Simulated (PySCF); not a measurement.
A side-by-side comparison of computed properties.

First species: C4H7F2N.
Atom-mapped SMILES: `[CH2:1]=[CH:2][C@@H:3]([NH2:4])[CH:5]([F:6])[F:7]` (hydrogens: H8, H9 on C1; H10 on C2; H11 on C3; H12, H13 on N4; H14 on C5)

Second species: C₅H₁₃F₃Si₂.
SMILES: `CC[C@H]([SiH3])C[SiH2]C(F)(F)F`

Levels: PBE0/pcSseg-1 for dipole moment, HOMO energy, LUMO energy and HOMO–LUMO gap; GFN2-xTB for rotational constant A and rotational constant C. Geometries: GFN2-xTB. Each structure is a single optimised conformer of the isolated species, non-relativistic unless stated. Electronic properties by PySCF.

Dipoles, sizes and rotational constants follow the conformer. The torsions of the flexible species, by atom-mapped SMILES:
- `[CH2:1]=[CH:2][C@@H:3]([NH2:4])[CH:5]([F:6])[F:7]`: C1–C2–C3–N4 122°, C2–C3–C5–F6 62°, H–N4–C3–C2 179°, H–N4–C3–C2 58°
- `[CH3:1][CH2:2][C@H:3]([SiH3:4])[CH2:5][SiH2:6][C:7]([F:8])([F:9])[F:10]`: C1–C2–C3–Si4 63°, C2–C3–C5–Si6 -56°, C3–C5–Si6–C7 -51°, C5–Si6–C7–F8 76°

```csv
property,column X,column Y
dipole moment,1.62 D,2.58 D
HOMO energy,-7.28 eV,-8.08 eV
LUMO energy,-0.06 eV,0.29 eV
HOMO–LUMO gap,7.22 eV,8.37 eV
rotational constant A,3.705 GHz,1.513 GHz
rotational constant C,1.431 GHz,0.464 GHz
```

(1) Which column belongs to which species?

(2) How does each property change from the first species to the second?

Results:

(1) Column X is the first species and column Y the second. The first has 14 atoms and 56 electrons, the second 23 and 98.

(2) dipole moment +0.96 D; HOMO energy -0.80 eV; LUMO energy +0.35 eV; HOMO–LUMO gap +1.15 eV; rotational constant A -2.192 GHz; rotational constant C -0.967 GHz.

On the first: The dipole equals about 5.4 × 10⁻³⁰ C·m (1 D = 3.33564 × 10⁻³⁰ C·m). A dipole of 1.62 D is allowed in C1, and pure rotational transitions are dipole-allowed.

On the second: The dipole matches unit charges of opposite sign 0.54 Å apart (1 e·Å = 4.8032 D).
